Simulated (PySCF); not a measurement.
PySCF input (BP86/6-31G* (5d)):

```python
from pyscf import gto, dft

mol = gto.M(
    atom='''
    C    -1.40547486    0.30099854    0.07374885
    S     0.21935365   -0.50422896   -0.16615706
    O     1.26866513    0.60802811    0.23096221
    H    -1.53048985    0.62032050    1.11720610
    H    -2.19873660   -0.41231802   -0.18333439
    H    -1.49690385    1.18944476   -0.56554948
    ''',
    basis='6-31g*',
    charge=-1,
    spin=0,
    verbose=4,
)

mf = dft.RKS(mol, xc='bp86')
mf.grids.level = 3
mf.conv_tol = 1e-9
mf.max_cycle = 100
mf.max_memory = 1500
mf.kernel()
if not mf.converged:
    mf = mf.newton()
    mf.kernel(mf.make_rdm1())
mf.dip_moment()
```

Problem. Predict the final energy.

Solution. -513.30126 Eh.
